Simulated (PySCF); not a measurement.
C3H7NOSi, SMILES C#C[Si@H](N)OC.

Geometry: B3LYP-D3(BJ)/def2-SVP. The structure was generated by enumeration; whether it is a known compound was not checked. Other conformers were not sampled.

Method: SMD-B3LYP/def2-SVP (PySCF).

Solvation free energies are E(SMD) − E(gas) at the gas-phase geometry, for 1 M in both phases. In vacuum the dipole moment is 0.50 D.

Computed solvation free energies in water, 2-propanol, benzene:
| solvent | ΔG(solv) (kcal/mol) | its non-electrostatic (CDS) part | dipole (D) |
|---|---|---|---|
| water | -1.6 | 6.6 | 0.62 |
| 2-propanol | -3.9 | 3.4 | 0.62 |
| benzene | -1.7 | 1.3 | 0.58 |
